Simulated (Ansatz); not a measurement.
`FBC(F)Cl` + H₂ → `FBCF` + HCl at 500 K and 1 bar (hydrogenolysis of a C–Cl bond).

Isolated molecules relaxed with PBE0-D4/def2-TZVP in Ansatz; ΔE leaves out vibrations. CBS: MP2 limit from def2 TZ/QZ plus the TZ coupled-cluster correction, frozen cores. This one scheme is used for every species. One conformer a species, not always the lowest.

```json
{"species": "`FBC(F)Cl`", "CCSD(T)/CBS energy (Eh)": "-723.44862", "H − E (kJ/mol)": "130.7", "S (J/(mol·K))": "366.6"}
{"species": "H₂", "CCSD(T)/CBS energy (Eh)": "-1.17544", "H − E (kJ/mol)": "41.0", "S (J/(mol·K))": "145.5"}
{"species": "`FBCF`", "CCSD(T)/CBS energy (Eh)": "-264.27174", "H − E (kJ/mol)": "148.2", "S (J/(mol·K))": "327.9"}
{"species": "HCl", "CCSD(T)/CBS energy (Eh)": "-460.38127", "H − E (kJ/mol)": "32.5", "S (J/(mol·K))": "201.9"}
```

H − E and S are ideal-gas, rigid-rotor, harmonic terms from PBE0-D4/def2-TZVP, for one conformer and one mirror image of each species. The MP2-based limit puts H₂ 0.8 mEh under its directly extrapolated value; such offsets cancel only in part. 1 Eh = 2625.50 kJ/mol, R = 8.31446 J/(mol·K).

By hand: ΔE, ΔH, ΔS and ΔG.

ΔE = (-264.27174) + (-460.38127) − (-723.44862) − (-1.17544) = -0.02895 Eh = -76.0 kJ/mol. Δ(H − E) = 148.2 + 32.5 − 130.7 − 41.0 = 9.0, so ΔH = -67.0 kJ/mol. ΔS = 327.9 + 201.9 − 366.6 − 145.5 = 17.7 J/(mol·K). ΔG = -67.0 − 500 × (17.7)/1000 = -75.8 kJ/mol.

By hand: the equilibrium constant, and the temperature at which ΔG would vanish if ΔH and ΔS stayed fixed.

log₁₀ K = −ΔG/(RT ln 10) = 7.9. ΔH and −TΔS have one sign here, so there is no such temperature.

ΔH outweighs TΔS. A doubt of 5 kJ/mol in ΔE shifts log₁₀ K by 0.5 here. Other conformers and mirror images would add mixing entropy, several J/(mol·K) or more a flexible species. These are equilibria of isolated gas molecules and say nothing of rates. Largest T1 diagnostic: 0.013 (customary marks: 0.02 for closed shells, 0.045 for open ones).
